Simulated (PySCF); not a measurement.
**From a computed spectrum to the compound**

A species of 7 atoms with charge 0 has these harmonic modes (PBE0, small Gaussian bases with core potentials, PySCF 2.14.0):

| cm⁻¹ | km/mol | symmetry |
| --- | --- | --- |
| 83 | 4.0 | a' |
| 142 | 0.0 | a'' |
| 167 | 5.9 | a' |
| 297 | 22.2 | a'' |
| 357 | 55.8 | a' |
| 453 | 0.0 | a'' |
| 459 | 299.5 | a' |
| 462 | 159.9 | a'' |
| 473 | 44.7 | a' |
| 1525 | 6.5 | a'' |
| 1530 | 4.8 | a' |
| 3515 | 0.8 | a'' |
| 3516 | 0.0 | a' |
| 3595 | 0.0 | a'' |
| 3595 | 0.1 | a' |

(1) Which species is it, and in which structure?

Results:

(1) Dy(NH2)2 (singlet in the valence; each metal's 4f electrons, 10 of them, lie in its core potential, out of spins and levels):
```xyz
7

Dy    0.0000   -0.1446   -0.1394
N     1.9426    0.7072    0.6815
H     2.9203    0.4780    0.4933
H     1.9922    1.4546    1.3771
N    -1.9426    0.7072    0.6815
H    -1.9922    1.4546    1.3771
H    -2.9203    0.4780    0.4933
```
Ideal gas at 298.15 K and 1 bar: S = 355.5 J/(mol K), Cp = 93.8 J/(mol K), H − H(0 K) = 20.0 kJ/mol (rigid rotor, harmonic modes, spin degeneracy alone, that of the 4f electrons in the core included). An lcecp potential fixes the number of 4f electrons, so in runs with it no electron can move into or out of that shell; real Dy(II) is rare or takes another configuration.
 The answer isn't unique; the calculation gave this one.
